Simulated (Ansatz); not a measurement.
Consider the cleavage of the B–Si bond: `B[Si](C)(N)O` + `C[SiH](O)Br` → `BO[SiH](C)Br` + `C[SiH](N)O`.

Gas-phase electronic energies from Ansatz, PBE0-D4/def2-TZVP geometries. CCSD(T)/CBS is the MP2 limit (def2-TZVPP, def2-QZVPP) plus CCSD(T) − MP2 in def2-TZVPP, frozen cores. DFT in def2-TZVPP. B3LYP here is the variant with VWN-RPA as its local correlation; programs differ in this. For Br outer-core shells are correlated without core-valence functions, which leaves a few kJ/mol of doubt a bond. Scalar relativity is left out up to krypton. Each species was taken in one conformer, which may not be the lowest.

```json
{"level": "r2SCAN-D4", "ΔE (kJ/mol)": "-166.3"}
{"level": "PBE0-D4", "ΔE (kJ/mol)": "-160.2"}
{"level": "ωB97M-V", "ΔE (kJ/mol)": "-170.3"}
{"level": "PBE0", "ΔE (kJ/mol)": "-160.5"}
{"level": "B3LYP", "ΔE (kJ/mol)": "-170.6"}
{"level": "HF/def2-TZVPP", "ΔE (kJ/mol)": "-179.7"}
{"level": "CCSD/def2-TZVPP", "ΔE (kJ/mol)": "-168.5"}
{"level": "CCSD/CBS(def2)", "ΔE (kJ/mol)": "-167.4"}
```

Problem. What does CCSD(T)/CBS give? (An estimate is asked.)

Solution. The calculation gave: -166.9 kJ/mol. The listed levels differ from it by 0.6, 6.7, -3.4, 6.4, -3.7, -12.8, -1.6, -0.5 kJ/mol.

Largest T1 diagnostic among the species: 0.011.

In def2-TZVPP, CCSD(T) changes the Hartree–Fock value by +11.7 kJ/mol (the triples alone add +0.5 kJ/mol) and MP2 by +6.6 kJ/mol. From PBE to PBE0 (25 % exact exchange), in def2-TZVPP and without D4, ΔE moves by −4.1 kJ/mol.
